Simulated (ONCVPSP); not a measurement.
How hard is this aluminium (Al) ONCV potential?

```json
{"Element": "aluminium", "Generator": "ONCVPSP 4.0.1", "Type": "optimised norm-conserving Vanderbilt (ONCV)", "Functional": "PBE", "Relativity": "scalar-relativistic", "Frozen core": "[Ne]", "Valence charge": "3", "Reference configuration": "3s2 (charge +1)", "Partial waves": "3s: rc 1.65 bohr, ncon 4, nbas 7, qcut 3.7 1/bohr, 2 projectors, debl 3.7 Ha; p scattering state at 0.07 Ha: rc 1.55 bohr, ncon 4, nbas 9, qcut 5.2 1/bohr, local", "Local potential": "the p channel", "Core correction": "Teter function, fcfact 1.5, rcfact 1.6"}
```

**Question.** For each optimised wave give the share of its norm inside rc, the residual kinetic energy above qcut (Ha) and the cutoffs (Ha) for errors of 10, 1, 0.1 and 0.01 mHa per electron.

**Answer.**

| wave | norm inside rc | residual KE | 10 mHa | 1 mHa | 0.1 mHa | 0.01 mHa |
| --- | --- | --- | --- | --- | --- | --- |
| 3s | 0.206 | 2.7e-04 | 3.6 | 5.7 | 14.0 | 42.9 |
| s projector 2 | 0.096 | 5.6e-02 | 14.8 | 56.2 | 66.8 | 90.9 |
| p projector 1 | 0.057 | 3.2e-04 | 1.7 | 3.0 | 59.5 | 112.7 |

The occupied waves need 5.7 Ha and 14 Ha for 1 and 0.1 mHa.
